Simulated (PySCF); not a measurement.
# Reading the logs of faulty runs: C2ClH6Si

Calculated results; nothing here was measured. They come from PySCF 2.14.0, an open-source quantum chemistry program, on an isolated molecule that a program drew, which may never have been made. The molecule is C2ClH6Si (charge 0, doublet), drawn as the SMILES string `CC[SiH]Cl`.

Each row is a Hartree-Fock (HF) and frozen-core CCSD(T) single point in the cc-pV(D+d)Z basis, meant for a local HF minimum. Run 1 is clean. Each other run has one planted mistake out of seven kinds, and not every kind appears here: one electron removed, one electron added, multiplicity raised by two, geometry at a saddle point, minimal basis STO-3G, one bond length entered in bohr, all coordinates scaled. The reference is restricted for singlets and unrestricted otherwise, and also for a bond in bohr. Adding or removing an electron swaps singlet and doublet. Electrons count all cores. HOMO and LUMO are orbital energies over both spins, the gradient is its largest component, and the lowest frequency (negative if imaginary) is given only where the gradient is small. Bond lengths are over the 9 bonds as drawn. T1 is the CCSD diagnostic: over 0.02 (restricted) or 0.045 (unrestricted) a single reference is doubtful.

Geometry of the clean run:
```xyz
10
C2ClH6Si, angstrom
C    -0.5112    0.8714   -0.9762
C    -0.8792   -0.3982   -0.1935
Si   -2.6260   -1.0394   -0.4836
Cl   -4.0208    0.3834    0.1386
H     0.5184    1.1699   -0.7658
H    -1.1621    1.7051   -0.7071
H    -0.5973    0.7146   -2.0540
H    -0.7530   -0.2328    0.8808
H    -0.1989   -1.2163   -0.4580
H    -2.8882   -1.2986   -1.9187
```

```
run  electrons  basis functions  <S^2>  HOMO (eV)  LUMO (eV)  gradient (hartree/bohr)  lowest frequency (cm^-1)  mean bond (Å)  longest bond (Å)      T1  HF (hartree)  CCSD(T) (hartree)                 mistake
  1         49              104  0.753      -9.05       1.43                  3.0e-05                        80         1.3840             2.087  0.0108    -827.69519         -828.27544                no fault
  2         49              104  0.755      -9.55       0.62                  5.9e-02                         -         1.5223             2.296  0.0126    -827.62356         -828.22042  all coordinates scaled
  3         49              104  3.764      -3.33      -2.98                  1.3e-01                         -         1.3840             2.087  0.0755    -827.40742         -828.00039                       ?
  4         49              104  1.461      -9.11       1.37                  2.3e-02                         -         1.4921             2.087  0.0519    -827.57096         -828.14883                       ?
```

**Which mistake was planted in run 3, and what did it cost?**

Electrons, basis and geometry are unchanged, and <S^2> is 3.764, beside S(S+1) = 3.75 for a multiplicity of 4. So the mistake is: multiplicity raised by two. Subtracting run 1 and multiplying by 627.51 kcal/mol a hartree, the energy moved by 180.6 kcal/mol in HF and 172.6 kcal/mol in CCSD(T).

**Which mistake was planted in run 4, and what did it cost?**

The mean bond changes by a factor of 1.078 and the longest by 1.000, so the molecule wasn't scaled as a whole. A length L in bohr read as angstrom grows by (1/0.5292 - 1) L = 0.890 L. The 9 bonds together grew by 9 x 0.1081 = 0.973 Å, which gives L = 1.093 Å. That is the length of one of the C-H bonds, 1.094 Å in the clean geometry. So the mistake is: one bond length entered in bohr. Subtracting run 1 and multiplying by 627.51 kcal/mol a hartree, the energy moved by 78.0 kcal/mol in HF and 79.4 kcal/mol in CCSD(T).

Cautions from the logs. Run 3: T1 is over the limit, so its CCSD(T) energy is less reliable; run 4: T1 is over the limit, so its CCSD(T) energy is less reliable.
